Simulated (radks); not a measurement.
The nuclear charge of the neon ion Ne+ is varied continuously with 9 electrons held in [He] 2s2 2p5. All-electron calculation, scalar-relativistic Kohn-Sham, PBE, spin-polarised, spherical densities, point nucleus; open shells are filled with parallel spins first. Program: a radial shooting solver on a logarithmic mesh with Libxc functionals. By the Hellmann-Feynman theorem dE/dZ = E(electron-nucleus)/Z, the electronic potential at the nucleus. The scalar-relativistic energy here is not variational (the density holds large components alone), so the two differ by a part that grows with Z.

| Z | E (hartree) | E(electron-nucleus)/Z (hartree) | HOMO | e(HOMO) (eV) | <r> HOMO (bohr) |
|---|---|---|---|---|---|
| 9 | -99.75933 | -26.5439 | 2p | -10.225 | 1.127 |
| 9.1 | -102.43294 | -26.9247 | 2p | -11.979 | 1.096 |
| 9.2 | -105.14462 | -27.3051 | 2p | -13.811 | 1.068 |
| 9.3 | -107.89435 | -27.6854 | 2p | -15.719 | 1.042 |
| 9.4 | -110.68210 | -28.0654 | 2p | -17.705 | 1.017 |
| 9.5 | -113.50784 | -28.4452 | 2p | -19.765 | 0.9934 |
| 9.6 | -116.37158 | -28.8249 | 2p | -21.901 | 0.9713 |
| 9.7 | -119.27328 | -29.2045 | 2p | -24.111 | 0.9502 |
| 9.8 | -122.21295 | -29.5839 | 2p | -26.394 | 0.9302 |
| 9.9 | -125.19056 | -29.9632 | 2p | -28.750 | 0.9112 |
| 10 | -128.20611 | -30.3425 | 2p | -31.180 | 0.8930 |
| 10.1 | -131.25958 | -30.7216 | 2p | -33.682 | 0.8757 |
| 10.2 | -134.35099 | -31.1007 | 2p | -36.255 | 0.8591 |
| 10.3 | -137.48030 | -31.4797 | 2p | -38.901 | 0.8431 |
| 10.4 | -140.64753 | -31.8587 | 2p | -41.619 | 0.8279 |
| 10.5 | -143.85267 | -32.2377 | 2p | -44.408 | 0.8132 |

The central difference of E at Z = 10 is -30.345 hartree, to compare with the third column; the second derivative is -3.79 hartree.
